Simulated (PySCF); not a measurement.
CrH4O5, SMILES [O]=[Cr]([OH])([OH])([OH])[OH], multiplicity 1. Atoms are numbered in the order given.

```xyz
10

Cr    -0.0999     0.1247     0.0000
O     -0.3308     1.6583     0.0000
O      0.6073    -1.6031     0.0000
H      1.5751    -1.6416     0.0000
O     -0.9574    -0.2850    -1.4615
H     -0.7126    -1.2098    -1.6507
O      1.6898     0.4695     0.0000
H      1.8363     1.4301     0.0000
O     -0.9574    -0.2850     1.4615
H     -0.7126    -1.2098     1.6507
```

Geometry optimised at B3LYP-D3(BJ)/def2-SVP. The multiplicity is an assumed one; other spin states were not compared. Other conformers were not sampled.

The numbers are results of PBE0/pcSseg-1 in PySCF, not measurements.

GIAO shieldings, no solvent; atoms listed in one row are averaged. δ = σ(ref) − σ: ¹⁷O against H2O (σ = 334.2 ppm); ¹H against TMS (σ = 31.56 ppm), references at their B3LYP-D3(BJ)/def2-TZVP geometries, non-relativistic.

Computed chemical shifts:
```csv
nucleus,atoms,count,δ (ppm)
¹⁷O,O2,1,1437.4
¹⁷O,"O9, O5",2,539.3
¹⁷O,O7,1,522.3
¹⁷O,O3,1,474.4
¹H,H8,1,17.65
¹H,"H6, H10",2,15.96
¹H,H4,1,14.19
```
